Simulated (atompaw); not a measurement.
**What the settings do to the PAW (atompaw) potential of Ge**

Base potential:

| Property | Result |
| --- | --- |
| Element | germanium |
| Generator | atompaw 4.2.0.5 |
| Type | PAW |
| Functional | PBEsol |
| Relativity | scalar-relativistic |
| Frozen core | [Ar] 3d10 |
| Valence charge | 4 |
| Reference configuration | 4s2 4p1.5 (charge +0.5) |
| Partial waves | 4s (bound); 4s channel at -0.3 Ry; 4p (bound); 4p channel at 0.95 Ry |
| Local potential | bessel scheme, radius 1.70 bohr |
| Core correction | smooth core density matched at 1.60 bohr |
| Augmentation charge | sinc compensation charge, radius 1.55 bohr; PAW radius 2.10 bohr; waves and projectors: bloechl |

Cutoffs, loose and tight: the cutoffs (Ry, on a coarse ladder) from which the occupation-weighted sum of valence levels, in a spherical-Bessel basis at the reference potential, stays within 10 and 1 mRy of its value at 400 Ry. They see the waves, projectors and local potential, not the compensation charge or the core. A dash means not determined.

```csv
change,outcome,"cutoff, loose","cutoff, tight",bound ghosts
base,generated,8 Ry,15 Ry,none
wave 4s channel at -0.3 Ry becomes 4s channel at -0.24 Ry,generated,8 Ry,15 Ry,none
core correction smooth core density matched at 0.96 bohr,generated,8 Ry,15 Ry,none
functional PBE,generated,8 Ry,15 Ry,none
"augmentation sinc compensation charge, radius 1.74 bohr; PAW radius 2.10 bohr; waves and projectors: bloechl",generated,8 Ry,15 Ry,none
"local potential troulliermartins scheme with l = 2 at 0 Ry, radius 1.70 bohr",failed: atompaw: The overlap operator has at least one negative eigenvalue!,–,–,–
"all radii scaled by about 0.88 (s 1.84, p 1.84 bohr); local potential bessel scheme, radius 1.50 bohr; augmentation sinc compensation charge, radius 1.36 bohr; PAW radius 1.84 bohr; waves and projectors: bloechl; core correction smooth core density matched at 1.40 bohr",failed: atompaw: terminating projector 1000,–,–,–
"core [Ne] 3s2, valence charge 20; reference 3p6 3d10 4s2 4p2; waves now 4s (bound); 4s channel at 1.75 Ry; 3p (bound); 4p (bound); 3d (bound); 3d channel at 1 Ry; local potential bessel scheme, radius 1.45 bohr; augmentation sinc compensation charge, radius 1.25 bohr; PAW radius 1.65 bohr; waves and projectors: bloechl",failed: atompaw: terminating projector 1000,–,–,–
reference 4s2 4p0,failed: atompaw: terminating projector 1000,–,–,–
"waves 4s (bound): rc 2.10 bohr; 4s channel at -0.3 Ry: rc 1.35 bohr; 4p (bound): rc 2.10 bohr; 4p channel at 0.95 Ry: rc 2.10 bohr; augmentation sinc compensation charge, radius 1.55 bohr; PAW radius 2.10 bohr; waves and projectors: modrrkj vanderbiltortho",failed: atompaw: The overlap operator has at least one negative eigenvalue!,–,–,–
```
